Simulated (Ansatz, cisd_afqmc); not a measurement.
System: Cu, charge 1, singlet.

Total energies in cc-pwCVTZ-DK, 18 correlated electrons, 5 frozen orbitals. Open shells are spin-unrestricted; no spin-orbit coupling. The -DK rows use spin-free X2C, correlate 3s3p of the metal (1s2s2p frozen) and give its partners the cc-pVXZ-DK valence sets. AFQMC/CISD: phaseless, guided by CISD from CCSD amplitudes; bars are statistical, one sigma. Outlying blocks are dropped, and bars are widened where a walk drifts. Over all cases where full CI ran beside it in this data, AFQMC minus full CI had a median of +0.1 mEh and passed +0.4 mEh in a tenth of the cases.

| method | program | energy (Eh) | minus CCSDT(Q) (mEh) |
|---|---|---|---|
| HF | Ansatz | -1652.91525 | 874.04 |
| MP2 | Ansatz | -1653.88792 | -98.62 |
| CCSD | Ansatz | -1653.76838 | 20.91 |
| CCSD(T) | Ansatz | -1653.79132 | -2.03 |
| CCSDT(Q) | Ansatz | -1653.78929 | 0.00 |
| AFQMC/CISD | cisd_afqmc | -1653.7909 ± 0.0004 | -1.6 ± 0.4 |

Ansatz is an electronic-structure program.
